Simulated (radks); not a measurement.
Coulomb parameter of the 5d shell of the platinum ion Pt2+ in the model configuration [Xe] 4f14 5d6.5 6s1.5, as a second difference U = [E(n + 0.5) + E(n - 0.5) - 2 E(n)] / (0.5)^2 with all orbitals relaxed. "Bare": the charge of the atom changes with n. "Screened": the 6s shell takes up the change at fixed total charge, which measures U(5d,5d) + U(6s,6s) - 2 U(5d,6s). Calculated with a radial shooting solver on a logarithmic mesh with Libxc functionals: scalar-relativistic Kohn-Sham, LDA (Slater exchange, Perdew-Wang correlation), spin-unpolarised, spherical densities, point nucleus.

| case | configuration | E - E(n) (eV) |
|---|---|---|
| start | [Xe] 4f14 5d6.5 6s1.5 | 0.000 |
| bare +0.5 | [Xe] 4f14 5d7 6s1.5 | -13.436 |
| bare -0.5 | [Xe] 4f14 5d6 6s1.5 | 16.622 |
| screened +0.5 | [Xe] 4f14 5d7 6s1 | -2.591 |
| screened -0.5 | [Xe] 4f14 5d6 6s2 | 2.925 |

U(bare) = 12.742 eV, U(screened by 6s) = 1.336 eV, against the Slater integral F0(5d,5d) = 16.378 eV with frozen orbitals.
